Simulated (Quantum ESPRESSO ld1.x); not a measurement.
Problem. The aim is neutral manganese in [Ar] 3d5 4s2. What will ld1.x (Quantum ESPRESSO 7.5) do with this input?

```
 &input
    zed=25.0,
    iswitch=1,
    rel=1,
    dft='PBESOL',
    config='[Ar] 3d5 4s2',
    verbosity='high',
    lsmall=.true.,
    relpert=.true.,
    prefix='ld1',
    max_out_wfc=37,
    file_charge='ld1.rho',
 /
```

Solution. Refused. The program stops in ld1_readin with "perturbative SO-splitting for AE calculations with rel=0 only": the perturbative correction needs rel = 0.

Output (excerpt):

```
     Program LD1 v.7.5 starts

 %%%%%%%%%%%%%%%%%%%%%%%%%%%%%%%%%%%%%%%%%%%%%%%%%%%%%%%%%%%%%%%%%%%%%%%%%%%%%%
     Error in routine ld1_readin (1):
     perturbative SO-splitting for AE calculations with rel=0 only
 %%%%%%%%%%%%%%%%%%%%%%%%%%%%%%%%%%%%%%%%%%%%%%%%%%%%%%%%%%%%%%%%%%%%%%%%%%%%%%

     stopping ...
```

Run on one thread of a shared host, so times are rough (Intel(R) Xeon(R) Processor @ 2.60GHz): 0.46 s of CPU time, 0.49 s wall.
